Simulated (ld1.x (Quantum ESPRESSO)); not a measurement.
# Which change was made? (O, TM)

| Item | Value |
| --- | --- |
| Element | oxygen |
| Generator | ld1.x (Quantum ESPRESSO) 7.5 |
| Type | norm-conserving Troullier–Martins (Kleinman–Bylander form) |
| Functional | LDA (PZ) |
| Relativity | scalar-relativistic |
| Frozen core | [He] |
| Valence charge | 6 |
| Reference configuration | 2s2 2p4 |
| Partial waves | 2p (bound): rc 2.10 bohr; 2s (bound): rc 0.80 bohr |
| Local potential | the s channel |
| Core correction | none |

Cutoffs, loose and tight: the cutoffs (Ry, on a coarse ladder) from which the occupation-weighted sum of valence levels, in a spherical-Bessel basis at the reference potential, stays within 10 and 1 mRy of its value at 400 Ry. They do not see the model core or the augmentation charge, which bear on the density cutoff. Test errors are all-electron minus pseudo excitation energies from the reference, over the configurations 2s2 2p3; 2s2 2p2; 2s2 2p1; 2s1 2p4; 2s1 2p5; 2s2 2p3.5; 2s2 2p0 (two spin-polarised tests are not counted in the largest error); variants that change the core or the reference have their own tests.

The base gives: outcome: generated; cutoff, loose: 80 Ry; cutoff, tight: 200 Ry; bound ghosts: none; largest test error (meV): +7296.

Q: After one change the result is: outcome: generated; cutoff, loose: 300 Ry; cutoff, tight: over 300 Ry; bound ghosts: none; largest test error (meV): +7397. Which change was it?
A. wave 2s (bound): rc 0.80 bohr becomes 2s (bound): rc 1.04 bohr
B. wave 2s (bound): rc 0.80 bohr becomes 2s (bound): rc 0.52 bohr
C. wave 2s (bound): rc 0.80 bohr becomes 2s (bound): rc 0.66 bohr

A: B. The others give: wave 2s (bound): rc 0.80 bohr becomes 2s (bound): rc 0.66 bohr → outcome: generated; cutoff, loose: 140 Ry; cutoff, tight: 200 Ry; bound ghosts: none; largest test error (meV): +7301 | wave 2s (bound): rc 0.80 bohr becomes 2s (bound): rc 1.04 bohr → outcome: generated; cutoff, loose: 55 Ry; cutoff, tight: 140 Ry; bound ghosts: none; largest test error (meV): +7414.
